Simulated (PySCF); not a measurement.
Which level of theory gave which numbers?

Species: C6H18AlP.
SMILES: `[CH3][Al-]([CH3])([P+](C)(C)C)[CH3]`

The closed-shell ground state was solved 3 times with PySCF (density fitting, gas phase), always in the pcSseg-1 basis (240 functions), with these functionals: BLYP, CAM-B3LYP and HF. Isolated species at its PBE0-D3(BJ)/def2-SVP geometry, gas phase.

```csv
row,total energy (Eh),HOMO (eV),LUMO (eV),dipole (D)
P,-823.0813,-5.36,-0.15,5.13
Q,-820.3045,-9.82,3.28,5.52
R,-823.1124,-8.13,1.40,5.30
```

Problem. Which functional belongs to which row?

Solution. P = BLYP, Q = HF, R = CAM-B3LYP. By rising HOMO–LUMO gap: BLYP (GGA) 5.21 eV; CAM-B3LYP (range-separated hybrid) 9.53 eV; HF (all exact exchange) 13.10 eV. Total energies of different functionals aren't bounds to one another; each is stationary for its own functional.

Shape of the structure used: `[CH3:1][Al-:2]([CH3:3])([CH3:4])[P+:5]([CH3:6])([CH3:7])[CH3:8]`: C1–Al2–P5–C6 179°.
